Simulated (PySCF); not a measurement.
CH₆AlNO₂, SMILES C[O][Al]([NH2])[OH]. Atoms are numbered in the order given.

```xyz
11

Al     0.0762     0.2635     0.4195
O      1.3570    -0.6374     1.0823
H      1.8159    -0.4735     1.9052
O     -0.5731    -0.2351    -1.0608
C     -0.3503    -1.2515    -1.9768
H     -0.0804    -0.8380    -2.9661
H      0.4618    -1.9387    -1.6733
H     -1.2623    -1.8602    -2.1187
N     -0.6237     1.6925     1.1795
H     -0.3423     2.1062     2.0590
H     -1.3869     2.2202     0.7727
```

Geometry: PBE0-D3(BJ)/def2-SVP. The structure was generated by enumeration; whether it is a known compound was not checked. Other conformers were not sampled.

Two levels are set side by side: PBE/pcSseg-1 (PySCF) and KT2/pcSseg-1 (PySCF). GIAO shifts against H2O (¹⁷O), NH3 (¹⁵N), TMS (¹H), TMS (¹³C) at the same level; non-relativistic, no solvent, atoms listed together averaged. Differences are taken from unrounded values.

```
quantity             KT2
------------------  ----
δ(¹⁷O) of O2 (ppm)   4.8
δ(¹H) of H3 (ppm)   1.02
δ(¹⁷O) of O4 (ppm)  -0.1
δ(¹³C) of C5 (ppm)  57.4
δ(¹⁵N) of N9 (ppm)  -0.5
```

Question: What does PBE give, and how far is it from KT2? (An estimate is asked for; the answer gives what the named calculation found.)

Answer: 
| quantity | PBE | PBE minus KT2 |
|---|---|---|
| δ(¹⁷O) of O2 (ppm) | 7.6 | 2.8 |
| δ(¹H) of H3 (ppm) | 1.04 | 0.02 |
| δ(¹⁷O) of O4 (ppm) | 4.2 | 4.3 |
| δ(¹³C) of C5 (ppm) | 57.7 | 0.3 |
| δ(¹⁵N) of N9 (ppm) | 1.3 | 1.9 |

Rough cost on one machine, each run with all the roots and properties that it gave: KT2 against PBE within a factor of 2.
